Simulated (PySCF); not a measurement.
**How the functional moves excitation energies**

BF₃.
SMILES: `FB(F)F`

Linear-response calculations in the def2-SVPD basis (PySCF; singlets by full response, triplets Tamm–Dancoff, core orbitals frozen in the response; HF means time-dependent Hartree–Fock). 'Strongest' is the level of largest summed f among the singlets computed (10 roots, of which the last may lack a degenerate partner); it can jump between rows when another state enters that window. S1 is the lowest singlet of each run and needn't be the same state throughout; f(S1) is that of one state. Isolated species at its PBE0-D3(BJ)/def2-SVP geometry, gas phase.

```tsv
functional	kind	S1 (eV)	f(S1)	strongest (eV)	T1 (eV)	HOMO (eV)	gap (eV)	ionisation energy, ΔSCF (eV)
PBE0	global hybrid, 25% exact exchange	10.74	0.000	12.61	10.47	-12.40	12.41	15.43
BHandHLYP	global hybrid, 50% exact exchange	11.69	0.000	13.51	11.44	-14.61	14.99	16.17
CAM-B3LYP	range-separated hybrid	10.79	0.000	12.67	10.54	-13.98	14.49	15.74
wB97X-D	range-separated hybrid	10.99	0.000	12.87	10.77	-14.40	16.00	15.61
```

Question: What does LC-wPBE (range-separated hybrid) give?

Answer: S1 (eV) 10.89, f(S1) 0.000, strongest (eV) 12.85, T1 (eV) 10.63, HOMO (eV) -15.23, gap (eV) 16.79, ionisation energy, ΔSCF (eV) 15.88. S1 runs from 10.74 eV (PBE0) to 11.69 eV (BHandHLYP), a spread of 0.95 eV, while the orbital gap spreads over 4.4 eV. −ε(HOMO) comes closest to its own ΔSCF ionisation energy with LC-wPBE (-0.65 eV) and misses most with PBE0 (-3.03 eV).
